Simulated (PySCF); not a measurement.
AsF: everyday levels beside a composite calculation

PySCF; the state is a triplet (π ↑↑). The composite is CCSD(T) extrapolated to the basis-set limit from two correlation-consistent sets, with core-valence (CV) and scalar-relativistic (SR) terms as its label shows; it has no spin–orbit coupling and nothing beyond (T). Here it is CCSD(T)/CBS(DT). It gives Re = 1.738 Å, ωe = 685 cm⁻¹ and De = 4.12 eV to As + F.

| level | basis | relativity | Re (Å) | ωe (cm⁻¹) | De (eV) |
| --- | --- | --- | --- | --- | --- |
| UHF | def2-TZVPP | no relativity | 1.716 | 739 | 2.25 |
| UHF-CCSD(T) | x2c-SVPall | spin-free X2C | 1.762 | 684 | 3.42 |
| UHF-CCSD(T) | def2-SVP | no relativity | 1.761 | 688 | 3.46 |
| UHF-CCSD(T) | def2-TZVPP | no relativity | 1.743 | 694 | 3.95 |
| UHF-CCSD(T) | def2-TZVPPD | no relativity | 1.748 | 685 | 4.02 |
| r²SCAN | x2c-SVPall | spin-free X2C | 1.754 | 692 | 4.13 |
| r²SCAN | def2-SVP | no relativity | 1.754 | 695 | 4.17 |
| PBE0 | aug-pcseg-1 | no relativity | 1.785 | 668 | 4.08 |
| r²SCAN0 | x2c-SVPall | spin-free X2C | 1.740 | 715 | 3.77 |
| BHandHLYP | def2-SVP | no relativity | 1.740 | 722 | 3.70 |

Q: Give the difference of each row from the composite.

A: 

```csv
level,basis,ΔRe (pm),Δωe (%),ΔDe (eV)
UHF,def2-TZVPP,-2.2,+7.9,-1.87
UHF-CCSD(T),x2c-SVPall,+2.4,-0.1,-0.70
UHF-CCSD(T),def2-SVP,+2.3,+0.4,-0.66
UHF-CCSD(T),def2-TZVPP,+0.5,+1.3,-0.17
UHF-CCSD(T),def2-TZVPPD,+1.0,+0.0,-0.10
r²SCAN,x2c-SVPall,+1.6,+1.0,+0.01
r²SCAN,def2-SVP,+1.6,+1.5,+0.05
PBE0,aug-pcseg-1,+4.7,-2.5,-0.04
r²SCAN0,x2c-SVPall,+0.2,+4.4,-0.35
BHandHLYP,def2-SVP,+0.2,+5.4,-0.42
```

Q: Which rows come closest in De?

A: r²SCAN in x2c-SVPall (+0.01 eV), counted from the composite.

Correlated steps freeze the inner cores (5 to 10 orbitals); shallow outer-core shells are correlated. Correlated levels converge slowly with the basis: in double zeta they bind strong bonds too weakly, by up to about 1 eV, and carry superposition errors of some tenths. Spin–orbit coupling is left out. The state was picked by a PBE0 search and need not be the measured ground state.
